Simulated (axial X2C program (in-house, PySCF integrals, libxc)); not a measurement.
# EuN: from the spin-free to the two-component result

Calculated with an in-house relativistic program for diatomic molecules. Spin-free means the one-electron spin-free X2C Hamiltonian; two-component (2c) means X2C with spin–orbit coupling and atomic mean-field two-electron Coulomb and Gaunt terms, so the difference of the two also holds small scalar two-electron terms. Basis: Eu dyall-cv3z [13s14p9d8f3g], N dyall-av3z [7s7p3d2f] (cores contracted in-house); Gaussian nuclei, density fitting, unrestricted open shells. Masses: Eu 152.921 u, N 14.003 u.

Spin-free state: M_S = 4, Λ = 0 (beyond evenly filled blocks: 2 × σα, π+α, π-α, δ+α, δ-α, φ+α, φ-α); fragments Eu + N.

```csv
level,Re (Å),ωe (cm⁻¹),De (eV),μ (D)
PBE0,1.901,693.3,2.058,-7.09
TPSSh,1.900,699.9,2.533,-6.21
```

Dipoles are positive if N is the positive end.

Two-component determinant lowest at the distance of the search:

Ω = 4 (⟨Sz⟩ = 3.98, ⟨Lz⟩ = 0.02 at PBE0); fragments Eu + N.

```csv
level,Re (Å),ωe (cm⁻¹),De (eV),μ (D)
PBE0,1.901,694.3,2.073,-7.12
TPSSh,1.900,699.3,2.543,-6.25
```

Task: From the two tables, how do the constants change at the PBE0 level (2c against spin-free)?

Result: At the PBE0 level Re is unchanged to within 0.001 Å and ωe increases by 1.0 cm⁻¹; De changes by 0.015 eV.

Dissociation energies refer to the lowest single-determinant-based atoms at the same level and basis. Density functionals use the spin component along the axis (collinear). The state is one determinant with fixed occupations, lowest in a PBE0 search at one distance only: followed along the bond, the spin-free determinant M_S = 3, Λ = 0 reaches 0.08 eV lower at PBE0, at Re = 1.800 Å, so the state shown is not the lowest. With several unpaired electrons one determinant need not be a pure state. A state of lower Ω lies just above, and one determinant can place such states too high, so the state shown need not be the lowest. The search has Ω = 3 only 0.03 eV up. Open-shell Ω = 0 determinants with evenly filled partner blocks cannot be reached by this program, so the Ω shown need not be the lowest component. The stretched end of a curve changes character and is left out.
